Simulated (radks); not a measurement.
Values are calculated unless marked as measured or tabulated.
Orbital eigenvalues (eV) of the antimony ion Sb2+, [Kr] 4d10 5s2 5p1, at several levels of relativity; Dirac values are averaged over j with weights 2j + 1. Spin-unpolarised spherical Kohn-Sham, PBE, point nucleus unless stated (finite: rms radius 4.6802 fm), a radial shooting solver on a logarithmic mesh with Libxc functionals. A level marked "c x" has the speed of light scaled by that factor and shares open shells by 2j + 1; other Dirac levels either fill j = l - 1/2 first or share by 2j + 1.

shell,non-rel.,"scalar-rel., finite nucleus","Dirac, 2j+1 shares","Dirac, low j first","change of magnitude, last against first (%)"
1s,-29189,-30322,-30304,-30304,+3.82
2s,-4353.5,-4630.0,-4625.6,-4625.4,+6.25
2p,-4080.1,-4158.6,-4160.6,-4160.4,+1.97
3s,-865.77,-922.62,-921.80,-921.62,+6.45
3p,-752.30,-768.93,-769.41,-769.22,+2.25
3d,-541.73,-534.40,-533.82,-533.63,-1.50
4s,-156.11,-167.27,-167.15,-166.97,+6.96
4p,-117.71,-120.22,-120.37,-120.19,+2.11
4d,-53.461,-51.859,-51.832,-51.655,-3.38
5s,-28.182,-29.416,-29.406,-29.293,+3.94
5p,-20.032,-20.082,-20.100,-20.005,-0.13
